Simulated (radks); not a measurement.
Values are calculated unless marked as measured or tabulated.
Q: All-electron atom: Os2+ in [Kr] 4d10 4f14 5p6 5d6 6p2 (not the ground configuration). Code: a radial shooting solver on a logarithmic mesh with Libxc functionals. Model: scalar-relativistic Kohn-Sham, r2SCAN, spin-polarised, spherical densities, finite nucleus; open shells are filled with parallel spins first (spin-orbit coupling, left out, can overturn this in heavy ions); meta-GGA in the generalised Kohn-Sham scheme; Fermi nuclear charge, rms radius 5.4126 fm. Some entries of the table are withheld. Estimate them.

orbital,occ.,eigenvalue (eV),<r^2> (bohr^2),r(max) (bohr)
1s up,1,-73980.36,0.0004336,0.01103
1s down,1,-73980.32,0.0004336,0.01103
2s up,1,-12941.79,0.006641,0.06337
2s down,1,-12941.33,0.006641,0.06337
2p up,3,-11272.50,0.005533,0.05219
2p down,3,-11272.12,0.005533,0.05219
3s up,1,-3049.679,0.04291,0.1786
3s down,1,-3049.613,0.04290,0.1786
3p up,3,-2557.272,0.04383,0.1772
3p down,3,-2557.160,0.04383,0.1772
3d up,5,-2005.904,0.03639,0.1446
3d down,5,-2005.611,0.03639,0.1446
4s up,1,-678.2748,0.2103,0.4049
4s down,1,-677.8508,0.2104,0.4050
4p up,3,-516.0233,0.2394,0.4250
4p down,3,-515.6454,0.2394,0.4251
4d up,5,-313.4225,0.2759,0.4347
4d down,5,-312.9618,0.2754,0.4348
4f up,7,-88.4897,0.3733,0.4065
4f down,7,-87.7514,0.3670,0.4064
5p up,3,-84.8481,1.462,1.020
5p down,3,-80.9834,1.438,1.014
5d up,5,-34.9440,2.657,(1)
5d down,1,-30.5269,2.634,(2)
6p up,2,-18.2745,9.656,(3)
6p down,0,-14.5770,10.83,(4)

A: 
(1) 5d up r(max) (bohr): 1.269
(2) 5d down r(max) (bohr): 1.256
(3) 6p up r(max) (bohr): 2.648
(4) 6p down r(max) (bohr): 2.736
